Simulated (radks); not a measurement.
Q: The mean radii <r> (bohr) of the occupied orbitals of an atom or ion are listed with their occupations. All-electron calculation, scalar-relativistic Kohn-Sham, LDA (Slater exchange, VWN5 correlation), spin-polarised, spherical densities, finite nucleus; Fermi nuclear charge, rms radius of each element as measured or else 0.836 A^(1/3) + 0.57 fm. Program: a radial shooting solver on a logarithmic mesh with Libxc functionals.

| orbital | occ. | <r> |
|---|---|---|
| 1s up | 1 | 0.02502 |
| 1s down | 1 | 0.02500 |
| 2s up | 1 | 0.1029 |
| 2s down | 1 | 0.1031 |
| 2p up | 2 | 0.08922 |

Name the element and its charge. Open shells, if any, are filled with parallel spins first.

A: Z = 57, lanthanum, charge +51: La51+ in [He] 2s2 2p2. The 1s radius gives Z: for a bare nucleus <r> = (2 gamma + 1)/(2Z) with gamma = sqrt(1 - (Z/c)^2), 0.02473 bohr for Z = 57, and screening makes it slightly larger (0.02502 here). The occupations add up to 6, and the charge is Z minus that.
